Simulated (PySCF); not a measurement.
# Excitation energy of Ne²⁺ by level of theory

Ne²⁺ [He] 2s2 2p4 (3P) → Ne²⁺ [He] 2s1 2p5 (3P), as a difference of total energies. Calculation: PySCF 2.14, in x2c-QZVPPall (7s4p3d2f1g, 57 functions); scalar relativity by spin-free X2C-1e. Correlated levels: valence: 1s2 frozen; valence and next inner shell: nothing frozen. The calculations carry no spin-orbit coupling.

```json
{"method": "UHF", "excitation energy (eV)": "26.638"}
{"method": "LDA", "excitation energy (eV)": "22.736"}
{"method": "PBE", "excitation energy (eV)": "23.062"}
{"method": "PBE0", "excitation energy (eV)": "23.987"}
{"method": "r2SCAN", "excitation energy (eV)": "24.053"}
{"method": "M06", "excitation energy (eV)": "23.563"}
{"method": "wB97X", "excitation energy (eV)": "23.848"}
{"method": "HSE06", "excitation energy (eV)": "23.940"}
{"method": "TPSSh", "excitation energy (eV)": "24.074"}
{"method": "ROHF", "excitation energy (eV)": "26.539"}
{"method": "MP2 (valence)", "excitation energy (eV)": "25.632"}
{"method": "SCS-MP2 (valence)", "excitation energy (eV)": "25.537"}
{"method": "MP2 (valence and next inner shell)", "excitation energy (eV)": "25.580"}
{"method": "SCS-MP2 (valence and next inner shell)", "excitation energy (eV)": "25.503"}
```

Problem. How much does correlation contribute at MP2 (valence and next inner shell)?

Solution. 25.580 − (26.638) = -1.058 eV, measured against UHF.
